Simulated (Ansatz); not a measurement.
Relaxation of AlCl2H2N (6 atoms, charge 0, multiplicity 1), to a largest force component of 0.015 eV/Å in at most 40 steps.

Computed with RKS PBE-D4/def2-SVP (Ansatz 0.2.0).

```xyz
6
Properties=species:S:1:pos:R:3:forces:R:3
N -0.405 1.082 -0.203 0.03 -0.94 -0.28
Al -0.005 -0.720 -0.007 0.38 0.30 0.06
Cl 1.884 -1.282 0.921 -1.01 0.22 -0.47
Cl -1.322 -2.272 -0.710 0.46 0.38 0.26
H -1.289 1.307 0.284 0.11 0.11 -0.14
H -0.545 1.343 -1.204 0.02 -0.07 0.57
```

Q: Where does it end, and by what steps?

A: The run converged. After 12 steps the energy has fallen by 0.459 eV; H6 moved furthest, 1.16 Å.

```json
{"step": "0", "energy less start (eV)": "0.0000", "largest force component (eV/Å)": "1.006", "accepted": "yes"}
{"step": "1", "energy less start (eV)": "-0.0915", "largest force component (eV/Å)": "0.636", "accepted": "yes"}
{"step": "2", "energy less start (eV)": "-0.1101", "largest force component (eV/Å)": "0.172", "accepted": "yes"}
{"step": "3", "energy less start (eV)": "-0.1151", "largest force component (eV/Å)": "0.527", "accepted": "yes"}
{"step": "4", "energy less start (eV)": "-0.1234", "largest force component (eV/Å)": "0.272", "accepted": "yes"}
{"step": "5", "energy less start (eV)": "-0.1280", "largest force component (eV/Å)": "0.076", "accepted": "yes"}
{"step": "6", "energy less start (eV)": "-0.1486", "largest force component (eV/Å)": "0.621", "accepted": "yes"}
{"step": "7", "energy less start (eV)": "-0.1673", "largest force component (eV/Å)": "1.482", "accepted": "yes"}
{"step": "8", "energy less start (eV)": "-0.2861", "largest force component (eV/Å)": "1.009", "accepted": "yes"}
{"step": "9", "energy less start (eV)": "-0.3688", "largest force component (eV/Å)": "0.715", "accepted": "yes"}
{"step": "10", "energy less start (eV)": "-0.4477", "largest force component (eV/Å)": "0.174", "accepted": "yes"}
{"step": "11", "energy less start (eV)": "-0.4590", "largest force component (eV/Å)": "0.049", "accepted": "yes"}
{"step": "12", "energy less start (eV)": "-0.4594", "largest force component (eV/Å)": "0.014", "accepted": "yes"}
```

```xyz
6
Properties=species:S:1:pos:R:3
N -0.596 0.889 -0.306
Al -0.060 -0.773 -0.049
Cl 1.957 -1.173 0.401
Cl -1.443 -2.354 -0.182
H -1.556 1.162 -0.521
H 0.014 1.708 -0.261
```

Whether the end is a true minimum wasn't checked by a vibrational analysis.

Run time: 20 s on 1 thread of Intel(R) Xeon(R) Platinum 8488C (Sapphire Rapids), with other jobs on the host, peak memory 0.16 GiB.
